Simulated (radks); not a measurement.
Question: These are the eigenvalues of the occupied orbitals of an atom or ion with whole-number occupations (hartree). All-electron calculation, scalar-relativistic Kohn-Sham, PBE, spin-polarised, spherical densities, finite nucleus; Fermi nuclear charge, rms radius of each element as measured or else 0.836 A^(1/3) + 0.57 fm. Program: a radial shooting solver on a logarithmic mesh with Libxc functionals.

| orbital | eigenvalue |
|---|---|
| 1s up | -2633.080 |
| 1s down | -2633.079 |
| 2s up | -456.9636 |
| 2s down | -456.9553 |
| 2p up | -398.9478 |
| 2p down | -398.9409 |
| 3s up | -106.1723 |
| 3s down | -106.1696 |
| 3p up | -89.05709 |
| 3p down | -89.05392 |
| 3d up | -69.62834 |
| 3d down | -69.62257 |
| 4s up | -22.54591 |
| 4s down | -22.53798 |
| 4p up | -16.92992 |
| 4p down | -16.92249 |
| 4d up | -9.87666 |
| 4d down | -9.86780 |
| 5s up | -3.65126 |
| 5s down | -3.57677 |
| 5p up | -2.24974 |
| 5p down | -2.15306 |
| 4f up | -2.05150 |
| 4f down | -2.03432 |
| 5d up | -0.68086 |
| 6p up | -0.35356 |

Which element is it, and in what charge state? The configuration may be excited. Open shells, if any, are filled with parallel spins first.

Answer: Z = 75, rhenium, charge +1: Re+ in [Xe] 4f14 5d4 6p2. The list shows which subshells hold electrons but not how many an open one holds; the 1s level, -2633.1 hartree, gives Z - s = 72.6 by -(Z - s)^2/2, which with screening and relativity narrows Z to a few neighbours, and the depths of the outer levels then fix element, charge and occupations together.
